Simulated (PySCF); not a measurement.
5-fluorocyclopenta-1,3-diene (C₅H₅F), SMILES C1C(F)C=CC=1. Atoms are numbered in the order given.

```xyz
11

F     -1.9288    -0.3516     0.0000
C     -0.7456     0.3585     0.0000
C      0.1509     0.0991    -1.1892
C      1.4025    -0.1155    -0.7408
C      1.4025    -0.1155     0.7408
C      0.1509     0.0991     1.1892
H     -1.0078     1.4392     0.0000
H     -0.1926     0.1529    -2.2221
H      2.2921    -0.2674    -1.3545
H      2.2921    -0.2674     1.3545
H     -0.1926     0.1529     2.2221
```
Charge 0, spin multiplicity 1.

Coordinates come from a B3LYP-D3(BJ)/def2-SVP optimisation. Other conformers were not sampled.

Two levels are set side by side: PBE/pcSseg-1 (PySCF) and HF/pcSseg-1 (PySCF). GIAO shifts against CFCl3 (¹⁹F), TMS (¹H), TMS (¹³C) at the same level; non-relativistic, no solvent, atoms listed together averaged. Differences are taken from unrounded values.

| quantity | HF | PBE | PBE minus HF |
|---|---|---|---|
| δ(¹⁹F) of F1 (ppm) | -203.9 | -270.0 | -66.1 |
| δ(¹³C) of C2 (ppm) | 90.7 | 107.0 | 16.3 |
| δ(¹³C) of C3, C6 (ppm) | 145.3 | 144.3 | -1.0 |
| δ(¹³C) of C4, C5 (ppm) | 142.6 | 140.6 | -2.1 |
| δ(¹H) of H7 (ppm) | 5.41 | 6.02 | 0.61 |
| δ(¹H) of H8, H11 (ppm) | 7.05 | 6.86 | -0.19 |
| δ(¹H) of H9, H10 (ppm) | 6.76 | 6.66 | -0.10 |

Rough cost on one machine, each run with all the roots and properties that it gave: HF against PBE within a factor of 2.
